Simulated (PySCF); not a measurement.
A PySCF script (with the pyscf-properties extension) for the NMR shieldings of SMILES C1[SiH2]N(B)[Si@H](C)N1, C2H11BN2Si2, on a GFN2-xTB geometry:

```python
import basis_set_exchange as bse
import numpy as np
from pyscf import gto, dft
from pyscf.prop import nmr

atoms = """
B    -0.300143    2.318418    0.191216
N    -0.450127    0.927311    0.169367
Si   -1.951204    0.116406   -0.192083
C    -1.352996   -1.688315   -0.033223
N     0.095140   -1.640923   -0.003041
Si    0.856928   -0.203094    0.533007
C     2.438156    0.111705   -0.453743
H    -1.228697    2.998322   -0.038644
H     0.745119    2.786348    0.442390
H    -2.978597    0.426533    0.807297
H    -2.392122    0.424460   -1.556358
H    -1.754085   -2.161483    0.871717
H    -1.678132   -2.303753   -0.876347
H     0.536004   -2.541676    0.090804
H     1.102743   -0.103765    1.987377
H     2.263981    0.080827   -1.524792
H     2.844016    1.086847   -0.210905
H     3.195256   -0.627852   -0.215696
"""
names = dict.fromkeys(["B", "N", "Si", "C", "H"], "pcSseg-1")
basis = {el: gto.basis.parse(bse.get_basis(n, elements=[el], fmt="nwchem")) for el, n in names.items()}
mol = gto.M(atom=atoms, basis=basis, charge=0, verbose=0)
mf = dft.RKS(mol, xc="PBE0")
mf.grids.level = 2
mf.grids.alignment = dft.numint.BLKSIZE   # the property module wants whole blocks of grid points
mf.conv_tol = 1e-9
mf.kernel()

calc = nmr.RKS(mf)   # GIAO
C = mf.mo_coeff
Co = C[:, mf.mo_occ > 0]
resp = mf.gen_response(singlet=True, hermi=2)
def vind(x):   # induced exchange potential for any number of trial vectors
    d = np.einsum("pi,xij,qj->xpq", C, 2 * x.reshape(-1, C.shape[1], Co.shape[1]), Co, optimize=True)
    return np.einsum("xpq,pi,qj->xij", resp(d - d.transpose(0, 2, 1)), C, Co, optimize=True).ravel()
mo1, _ = nmr.rhf.solve_mo1(calc, with_cphf=vind)
sigma = calc.kernel(mo1)
for i, s in enumerate(sigma):   # ppm
    print("%2d %-2s %9.2f" % (i, mol.atom_pure_symbol(i), np.trace(s) / 3))
```

Task: Give the expected output.

Result: 
```
 0 B      53.56
 1 N     136.78
 2 Si    372.86
 3 C     158.26
 4 N     240.25
 5 Si    352.31
 6 C     185.23
 7 H      26.03
 8 H      26.17
 9 H      26.62
10 H      26.61
11 H      28.71
12 H      28.67
13 H      31.44
14 H      26.21
15 H      31.62
16 H      31.32
17 H      31.55
```

These numbers come from an equivalent density-fitted implementation of the same equations, which agrees with the script to about 0.01 ppm for H and up to a few tenths of a ppm for heavy atoms, so last digits may differ.

Size and cost of the density-fitted run: 188 basis functions, 57 s wall time on 1 thread of an Arm Neoverse N1, shared host; peak memory 0.85 GiB.
